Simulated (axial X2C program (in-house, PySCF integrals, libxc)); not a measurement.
# Low determinants of MnSi at the PBE0 level, without spin–orbit coupling

Calculated with an in-house all-electron X2C program for linear molecules (integrals from PySCF). Spin-free means the one-electron spin-free X2C Hamiltonian. Basis: Mn dyall-cv3z [9s10p6d3f2g], Si dyall-v3z [8s7p2d1f] (cores contracted in-house); Gaussian nuclei, density fitting, unrestricted open shells. Masses: Mn 54.938 u, Si 27.977 u.

Search at 2.350 Å (vertical energies from the lowest determinant):

```csv
ΔE (eV),state,electrons beyond evenly filled partner blocks,"electrons in σ, π, δ, φ"
0.00,"M_S = 7/2, Λ = 0","σα, 2 × π+α, 2 × π-α, δ+α, δ-α",21 16 2 0
0.26,"M_S = 5/2, Λ = 0","σα, π+α, π+β, 2 × π-α, δ+α, δ-α",21 16 2 0
0.26,"M_S = 5/2, Λ = 2","σα, 2 × π+α, π+β, π-α, δ+α, δ-α",21 16 2 0
0.91,"M_S = 9/2, Λ = 0","3 × σα, 2 × π+α, 2 × π-α, δ+α, δ-α",21 16 2 0
0.94,"M_S = 5/2, Λ = 1","2 × π+α, π-α, δ+α, δ-α",22 15 2 0
1.03,"M_S = 7/2, Λ = 1","2 × σα, 2 × π+α, π-α, δ+α, δ-α",22 15 2 0
1.11,"M_S = 7/2, Λ = 1","2 × σα, 2 × π+α, π+β, 2 × π-α, δ+α, δ-α",20 17 2 0
```

Lowest determinant, M_S = 7/2, Λ = 0 (beyond evenly filled blocks: σα, 2 × π+α, 2 × π-α, δ+α, δ-α): Re = 2.494 Å, ωe = 294.3 cm⁻¹.

The determinant in row 2 of the search, M_S = 5/2, Λ = 0 (beyond evenly filled blocks: σα, π+α, π+β, 2 × π-α, δ+α, δ-α), was followed along the bond at PBE0; measured from the minimum of the lowest determinant it gives:

Te = 0.331 eV (2670 cm⁻¹), Re = 2.393 Å, ωe = 321.7 cm⁻¹.

(1) Compare the bond of the determinant in row 2 with that of the lowest one.

The search compares states at one distance, so a state with another bond length can lie lower; it is not exhaustive and yields mostly the lowest determinant of each block pattern, so other components and higher states of one pattern are missing. These are energies of single determinants, not of spin-adapted states; PBE0 term energies can be off by some tenths of an eV, and the functional has no current term. The lowest determinant need not be the ground state where others lie within half an eV. Row 1 is spin-contaminated (⟨S²⟩ = 15.95 against 15.75), so its values are not those of a pure state. Row 2 is spin-contaminated (⟨S²⟩ = 9.69 against 8.75), so its values are not those of a pure state.

## Answers

(1) At PBE0 its Re is 0.101 Å shorter and its force constant, which goes as ωe², is 1.19 times that of the lowest determinant. This determinant mixes spin states, so it has no term energy of its own.
